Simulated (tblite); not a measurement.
C4H11ClOSi2.
Z-matrix (Å and degrees, GFN2-xTB geometry), rows numbered from 1:
```
Si
C   1  1.9049
Si  2  1.8892  1  113.30
Cl  3  2.0234  2  109.93  1   -66.89
C   3  1.9103  2  118.23  1   161.65
C   5  1.5292  3  100.99  2  -135.51
C   6  1.5294  5  106.96  3    33.73
O   7  1.4097  6  109.27  5   -39.46
H   1  1.4611  2  109.55  3    58.44
H   1  1.4678  2  107.38  3   177.28
H   1  1.4616  2  110.23  3   -63.88
H   2  1.0879  1  108.94  3  -121.53
H   2  1.0889  1  108.86  3   122.67
H   5  1.0896  3  111.14  2   -18.64
H   5  1.0867  3  115.79  2   104.32
H   6  1.0898  5  112.81  3   155.70
H   6  1.0913  5  109.10  3   -83.51
H   7  1.0959  6  110.48  5    79.43
H   7  1.0922  6  112.10  5  -159.05
```

Level: GFN2-xTB in tblite, geometry and Hessian alike; calculated harmonic values, unscaled, isolated species. Errors from tens to a few hundred cm⁻¹ against measured bands are possible. Modes of hydrogen on silicon can be 10 to 20 % off. One conformer, not necessarily the lowest.

Harmonic wavenumbers (cm⁻¹): 31.1, 65.8, 88.6, 101.8, 131.4, 164.8, 210.6, 220.5, 236.3, 393.5, 487.0, 501.7, 534.8, 561.6, 683.1, 698.4, 721.4, 768.6, 782.0, 783.9, 790.8, 801.0, 851.3, 885.8, 943.1, 989.4, 1024.2, 1049.7, 1098.9, 1137.5, 1147.5, 1165.1, 1219.9, 1263.8, 1312.5, 1326.4, 1449.4, 1475.1, 1484.4, 1493.2, 2230.7, 2282.7, 2286.5, 2911.7, 2965.7, 2981.1, 2989.5, 2994.5, 2998.0, 3005.9, 3027.8.

A = 1673, B = 858.7, C = 697.8 MHz; mass 166.004 u (most abundant isotopes); point group C1, symmetry number 1.

**Question.** Zero-point energy?

**Answer.** Half the sum of the wavenumbers: 30875 cm⁻¹ = 369.35 kJ/mol.

**Question.** What is S at 350 K and 1 bar for an ideal gas of classical rigid rotors and harmonic oscillators?

**Answer.** Translation 175.94, rotation 128.15, vibration 170.58: S = 474.7 J/(mol K).

**Question.** And Cp and H(350 K) − H(0)?

**Answer.** Cp = 197.68 J/(mol K), of which vibrations give 164.42 (their classical limit is 51 R = 424.0); H(350 K) − H(0) = 41.56 kJ/mol without the zero-point energy, 29.92 from vibrations.

**Question.** What must be added to the electronic energy to get the Gibbs energy at 350 K and 1 bar?

**Answer.** ZPE + [H(350 K) − H(0)] − T·S = 369.35 + 41.56 − 166.14 = 244.77 kJ/mol.

**Question.** How do the functions run with temperature in this model?

**Answer.** 
```json
{"T (K)": "100", "S (J/(mol K))": "311.1", "Cp (J/(mol K))": "88.5", "H − H(0) (kJ/mol)": "6.12", "G − H(0) (kJ/mol)": "-24.99", "ln q(vib)": "2.50"}
{"T (K)": "200", "S (J/(mol K))": "384.7", "Cp (J/(mol K))": "129.5", "H − H(0) (kJ/mol)": "16.97", "G − H(0) (kJ/mol)": "-59.97", "ln q(vib)": "5.73"}
{"T (K)": "300", "S (J/(mol K))": "445.9", "Cp (J/(mol K))": "175.6", "H − H(0) (kJ/mol)": "32.22", "G − H(0) (kJ/mol)": "-101.56", "ln q(vib)": "8.76"}
{"T (K)": "500", "S (J/(mol K))": "555.0", "Cp (J/(mol K))": "252.9", "H − H(0) (kJ/mol)": "75.57", "G − H(0) (kJ/mol)": "-201.91", "ln q(vib)": "14.57"}
{"T (K)": "800", "S (J/(mol K))": "690.8", "Cp (J/(mol K))": "323.8", "H − H(0) (kJ/mol)": "163.08", "G − H(0) (kJ/mol)": "-389.53", "ln q(vib)": "22.68"}
{"T (K)": "1000", "S (J/(mol K))": "766.4", "Cp (J/(mol K))": "354.0", "H − H(0) (kJ/mol)": "231.02", "G − H(0) (kJ/mol)": "-535.42", "ln q(vib)": "27.62"}
```

q(vib) and H(0) count from the zero-point level.

Hindered rotation and anharmonicity are outside this model. Other conformers, if any are populated, would add a mixing term that is left out. The structure is chiral; the term R ln 2 for an equal mix with its mirror image is left out.

On an Intel Xeon 6975P-C with one thread, shared host, this took 0.88 s. The figure is for the frequency step alone.
